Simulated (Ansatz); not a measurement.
Several settings on one geometry of Rb₃⁻ (that of the charge -1 singlet, PBE0/def2-TZVPD). Ansatz on 4 threads of Intel Xeon 6975P-C on a shared host; times are rough.

```tsv
atom	x (Å)	y (Å)	z (Å)
Rb1	3.601	-2.940	-0.620
Rb2	-0.008	-0.010	0.000
Rb3	-3.592	2.950	0.620
```

Totals from different functionals, basis sets or treatments of relativity can't be compared as stabilities.

In the def2 sets Rb takes a core potential; there is no spin–orbit coupling. Correlated methods freeze 27 core orbitals; core or outer-core shells of Rb are correlated, in sets that lack core-valence functions.

The spins typed aren't always the lowest for that charge.

(1) Give the basis size and estimate the energy, ⟨S²⟩ and time of these runs.

```
run                     method  charge    state                                                                                                  further keys
  1       RKS CAM-B3LYP/STO-3G      -1  singlet                                                                                                             –
  2  RKS LDA (SPW92)/def2-SVPD      -1  singlet                             pseudopotentials: {relativity: none}; scf: {omitted_lower_state_checks: [starts]}
  3           RHF, ccsd/STO-3G      -1  singlet                                                                   scf: {omitted_lower_state_checks: [starts]}
  4  UKS r2SCAN, rpa/def2-TZVP      -1  triplet  final_grid: {core_spheres: 20, valence_spheres: 16, degree: 47}; scf: {omitted_lower_state_checks: [starts]}
```

Results:

(1) 
```json
{"run": "1", "functions": "66", "energy (Eh)": "-8727.1684", "⟨S²⟩": "–", "wall time": "0.45 s"}
{"run": "2", "functions": "81", "energy (Eh)": "-72.0364", "⟨S²⟩": "–", "wall time": "0.35 s"}
{"run": "3", "functions": "66", "energy (Eh)": "-8722.5993", "⟨S²⟩": "–", "wall time": "1.1 s"}
{"run": "4", "functions": "99", "energy (Eh)": "-71.7969", "⟨S²⟩": "2.01", "wall time": "17 s"}
```

The highest occupied level of an anion often lies above zero with these methods, and sets without diffuse functions describe the outer electron poorly. The restricted singlet is unstable towards broken spin symmetry at other levels; at RKS CAM-B3LYP/STO-3G, RKS LDA (SPW92)/def2-SVPD this wasn't settled. At RHF, ccsd/STO-3G the program marks the result for the charge -1 singlet as doubtful (other roots). At RHF, ccsd/STO-3G the restricted singlet (for correlated methods, its reference) is unstable: a solution with broken spin symmetry lies lower.
